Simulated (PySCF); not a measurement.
**Se (selenium, neutral): UHF calculation**

Configuration: [Ar] 3d10 4s1 4p5, high-spin 3P determinant (an excited configuration). Calculation: PySCF 2.14, in aug-cc-pVTZ-PP with ECP10MDF; a scalar-relativistic core potential.

```
Total energy                                                  : -371.431401 hartree
One-electron energy                                           : -653.7636 hartree
Hartree (Coulomb) energy                                      : 309.9683 hartree
Exchange energy                                               : -27.6361 hartree
⟨S²⟩                                                          : 2.0456
⟨L²⟩                                                          : 2.018
Sum of ⟨r⟩                                                    : 24.18 bohr
Sum of ⟨r²⟩                                                   : 42.76 bohr²
Traceless quadrupole moment −½Σ⟨3z² − r²⟩ along its main axis : 2.63 e·bohr²
```

```tsv
shell	electrons	mean orbital energy (hartree)	spread (hartree)	rms radius, mean of both spins (bohr)
3s α	1	-9.00772	0	0.615
3s β	1	-8.96885	0	0.615
3p α	3	-6.88798	0.01636	0.637
3p β	3	-6.86277	0.00075	0.637
3d α	5	-2.68906	0.01556	0.689
3d β	5	-2.67202	0.00760	0.689
4s α	1	-1.02545	0	1.92
4p α	3	-0.47242	0.05592	2.50
4p β	2	-0.31111	0	2.50
```

Energies and moments cover only the electrons outside the core potential.
